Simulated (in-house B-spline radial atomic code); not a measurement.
Inner levels of silicon as electrons are removed. A shift is the extra binding of the orbital against the neutral atom ([Ne] 3s2 3p2). The density at the nucleus is averaged over the nuclear charge. Computed with a B-spline radial code for spherical atoms: Dirac-Hartree-Fock, average of the configuration, finite nuclei.

| ion | configuration | shift of 1s1/2 (eV) | radius of 1s1/2 (bohr) | Σ<r²> (bohr²) | change of density at nucleus (bohr⁻³) |
| --- | --- | --- | --- | --- | --- |
| Si | [Ne] 3s2 3p2 | 0 | 0.11106 | 32.729 | - |
| Si+ | [Ne] 3s2 3p1 | 9.6541 | 0.11105 | 20.074 | 1.2087 |
| Si2+ | [Ne] 3s2 | 21.843 | 0.11105 | 11.906 | 2.847 |
| Si3+ | [Ne] 3s1 | 37.297 | 0.11105 | 6.8643 | -1.5265 |
| Si4+ | [He] 2s2 2p6 | 54.587 | 0.11105 | 2.886 | -7.6109 |
| Si5+ | [He] 2s2 2p5 | 105.05 | 0.11094 | 2.3232 | 1.1075 |
| Si6+ | [He] 2s2 2p4 | 160.17 | 0.11079 | 1.8531 | 10.841 |
| Si7+ | [He] 2s2 2p3 | 219.87 | 0.11062 | 1.4556 | 21.598 |
| Si8+ | [He] 2s2 2p2 | 284.07 | 0.11041 | 1.1162 | 33.39 |
| Si9+ | [He] 2s2 2p1 | 352.72 | 0.11018 | 0.82438 | 46.232 |
| Si10+ | [He] 2s2 | ? | ? | ? | ? |
| Si11+ | [He] 2s1 | ? | ? | ? | ? |
| Si12+ | 1s2 | ? | ? | ? | ? |
| Si13+ | 1s1 | 796.12 | 0.10677 | 0.015213 | -958.87 |

(1) Fill in the row of Si10+.

(2) Fill in the row of Si11+.

(3) Fill in the row of Si12+.

## Answers

(1) shift of 1s1/2 (eV): 425.75; radius of 1s1/2 (bohr): 0.10991; Σ<r²> (bohr²): 0.57172; change of density at nucleus (bohr⁻³): 60.138.

(2) shift of 1s1/2 (eV): 492.37; radius of 1s1/2 (bohr): 0.10988; Σ<r²> (bohr²): 0.28961; change of density at nucleus (bohr⁻³): -20.047.

(3) shift of 1s1/2 (eV): 561.67; radius of 1s1/2 (bohr): 0.10973; Σ<r²> (bohr²): 0.032247; change of density at nucleus (bohr⁻³): -109.2.
